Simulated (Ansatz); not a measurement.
C4H11O3Si (SMILES [CH2][Si](OC)(OC)OC), doublet, at a GFN2-xTB geometry; PBE0/STO-3G (Ansatz, a quantum-chemistry and plane-wave program).

Ansatz was given this input:
Ansatz 0.2 input:
```yaml
crystal:
  periodic: [false, false, false]
  atoms:
    - {symbol: C, position_ang: [1.03045024, 1.68579976, 0.87027302]}
    - {symbol: Si, position_ang: [0.18294435, 0.27554884, 0.00825667]}
    - {symbol: O, position_ang: [1.13218947, -0.72525837, -0.85910410]}
    - {symbol: C, position_ang: [2.21673348, -1.44717844, -0.35832603]}
    - {symbol: O, position_ang: [-0.81967614, 0.68746114, -1.20340225]}
    - {symbol: C, position_ang: [-1.89125988, 1.57688966, -1.10690799]}
    - {symbol: O, position_ang: [-0.54199962, -0.45621218, 1.28470314]}
    - {symbol: C, position_ang: [-1.31594304, -1.62601236, 1.26471867]}
    - {symbol: H, position_ang: [1.16693950, 1.73078585, 1.93480539]}
    - {symbol: H, position_ang: [1.44071395, 2.51274235, 0.31945746]}
    - {symbol: H, position_ang: [3.08568779, -0.79512441, -0.23724464]}
    - {symbol: H, position_ang: [2.45597185, -2.23385302, -1.07516706]}
    - {symbol: H, position_ang: [1.98670461, -1.89643351, 0.61093454]}
    - {symbol: H, position_ang: [-2.50423218, 1.37022289, -0.22612304]}
    - {symbol: H, position_ang: [-2.49935362, 1.46725632, -2.00566521]}
    - {symbol: H, position_ang: [-1.53006294, 2.60617048, -1.03974900]}
    - {symbol: H, position_ang: [-0.76523937, -2.45516053, 0.81417387]}
    - {symbol: H, position_ang: [-2.23641581, -1.47462281, 0.69551334]}
    - {symbol: H, position_ang: [-1.56592907, -1.87458397, 2.29735052]}
basis:
  gaussian:
    orbitals: STO-3G
hamiltonian:
  xc: pbe0
magnetization: {spin_polarized: true, initial_magnetization: 1}
accuracy: high
```

### Question
What does Ansatz print? Leave out banner, timings and long lists.

### Answer

```
Functional definition: PBE0
1266 factors; integrals over basis functions are off by at most 2.7e-9 eV
mean field evaluation 1: about -18100.6402 eV, gradient 2.2e1 eV
mean field evaluation 2: about -18101.5863 eV, gradient 1.9e1 eV
mean field evaluation 4: about -18103.6488 eV, gradient 7.8e-1 eV
mean field evaluation 8: about -18103.6074 eV, gradient 2.3e-2 eV
mean field evaluation 16: about -18103.6074 eV, gradient 6.7e-6 eV
mean field -18103.60738507 eV, -665.2953003354 hartree, gradient 9.2e-8 eV, S^2 0.755076; 0 other end points of the search recorded, 0 dependent functions left out
reference -18103.60738774 eV, -665.2953004338 hartree; 37, 36 occupied and 18, 19 virtual orbitals, 1266 factors
Total energy: -18103.60738774 eV, -665.2953004338 hartree
```
